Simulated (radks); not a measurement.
Results of a calculation; reference values are marked as such.
Species: Sb. Configuration: [Kr] 4d10 5s2 5p3. Level of theory: scalar-relativistic Kohn-Sham, PBEsol, spin-polarised, spherical densities, finite nucleus; open shells are filled with parallel spins first (spin-orbit coupling, left out, can overturn this in heavy ions); Fermi nuclear charge, rms radius 4.6802 fm; hard spherical wall at 10 bohr (a radial shooting solver on a logarithmic mesh with Libxc functionals).

Unscreened Slater integrals over Kohn-Sham orbitals (cm^-1). They are taken over the spin-up orbitals. Empty in this configuration: 6s.

integral    value
F0(5p,5p)   69377
F2(5p,5p)   36644
F0(5p,5s)   77077
G1(5p,5s)   49042
F0(5p,4d)   88504
F2(5p,4d)   21834
G1(5p,4d)  7169.9
G3(5p,4d)  6282.1
F0(5p,4p)   89870
F2(5p,4p)   17496
G0(5p,4p)  3148.0
G2(5p,4p)  3979.9
F0(5p,6s)   42023
G1(5p,6s)  5247.2
F0(5s,5s)   88673
F0(5s,4d)  109450
G2(5s,4d)   14009
F0(5s,4p)  111970
G1(5s,4p)  6925.3
F0(5s,6s)   43387
G0(5s,6s)  2369.6
F0(4d,4d)  192100
F2(4d,4d)   96317
F4(4d,4d)   63456
F0(4d,4p)  209180
F2(4d,4p)  105070
G1(4d,4p)  133420
G3(4d,4p)   82171
F0(4d,6s)   45996
G2(4d,6s)  1603.0
F0(4p,4p)  231450
F2(4p,4p)  121310
F0(4p,6s)   46356
G1(4p,6s)  943.22
F0(6s,6s)   35168

Derived for the open shells (J is the average intra-shell exchange parameter used in DFT+U). 5p: J = F2/5 = 7329 cm^-1.
